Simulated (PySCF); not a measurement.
Gas-phase equilibrium of 1 mol NaCl, 0.25 mol H₂O at 1800 K and 0.00100 bar, among 21 species (ClO, O₂, HCl, O, HO₂, H₂O, H, HOCl, Na, H₂O₂, O₃, Na₂, H₂, Na₂(OH)₂, NaCl, NaOH, Cl, Cl₂, Na₂O, Na₂Cl₂, OH). Only gases are allowed; each row takes one source of thermochemistry for all species, and Cantera finds the minimum.

Method: PySCF energies plus ideal-gas RRHO corrections (1 bar). 'Table' is the NASA 1993 thermochemical table (part measured, part estimated). † marks an energy on the PBE0/def2-TZVP geometry and frequencies. Open shells (unrestricted) among the columns below: O₂ (multiplicity 3), Na (multiplicity 2), Cl (multiplicity 2, electronic degeneracy 6); the rest are closed-shell singlets. Spin-orbit splitting is ignored; it lowers the true energy and changes the entropy of Cl. The harmonic model lacks anharmonicity and excited electronic states, which grow with temperature; levels with a mode under 35 cm⁻¹ are left out.

Molecules larger than those listed are left out. Table species left out: NaH, NaO.

Mole fractions:

```json
[
 {"thermochemistry": "table", "x NaCl": "0.75", "x H₂O": "0.18", "x Na": "0.026", "x HCl": "0.024", "x O₂": "0.0069", "x H₂": "0.0037", "x Cl": "0.0034"},
 {"thermochemistry": "PBE0/def2-SVP†", "x NaCl": "0.67", "x H₂O": "0.13", "x Na": "0.073", "x HCl": "0.067", "x O₂": "0.025", "x H₂": "0.016", "x Cl": "0.0063"},
 {"thermochemistry": "r2SCAN/def2-TZVP†", "x NaCl": "0.72", "x H₂O": "0.15", "x Na": "0.045", "x HCl": "0.043", "x O₂": "0.020", "x H₂": "0.019", "x Cl": "0.0033"},
 {"thermochemistry": "ωB97X-V/def2-TZVP†", "x NaCl": "0.73", "x H₂O": "0.16", "x Na": "0.041", "x HCl": "0.038", "x O₂": "0.016", "x H₂": "0.014", "x Cl": "0.0035"}
]
```
The most sensitive of these is H₂: it spans a factor of 10^0.7 over these rows; at this temperature one factor of ten is RT ln 10 = 34 kJ/mol.
